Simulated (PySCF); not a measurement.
In(Cl)(SiH3)2 (ClH6InSi2), SMILES [SiH3][In]([SiH3])[Cl]. Atoms are numbered in the order given.

```xyz
10

In     0.0658     0.0565     0.0030
Cl    -1.8361    -1.4047    -0.1412
Si    -0.3453     2.2822    -1.2742
H      0.8475     2.6225    -2.1295
H     -0.5326     3.3952    -0.2752
H     -1.5685     2.1924    -2.1432
Si     1.9388    -1.0779     1.4017
H      3.0295    -0.1076     1.7712
H      2.5458    -2.1896     0.5862
H      1.3568    -1.6625     2.6600
```

Geometry optimised at PBE-D3(BJ)/def2-SVP. The structure was generated by enumeration; whether it is a known compound was not checked. The def2 effective core potentials stand for the cores of In; spin–orbit coupling is left out.

The numbers are results of PBE/def2-TZVP run with PySCF, not measurements.

Computed frontier levels, gap, dipole moment and polarisability:
- highest occupied level = -6.26 eV
- lowest empty level = -3.06 eV
- orbital gap = 3.21 eV
- dipole moment = 2.97 D
- quadrupole, principal values (traceless, Buckingham form, about the centre of nuclear charge) = -8.25, 1.07, 7.18 D·Å
- mean static polarisability = 125.4 bohr³ (18.58 Å³)
- polarisability, principal values = 85.2, 123.4, 167.6 bohr³
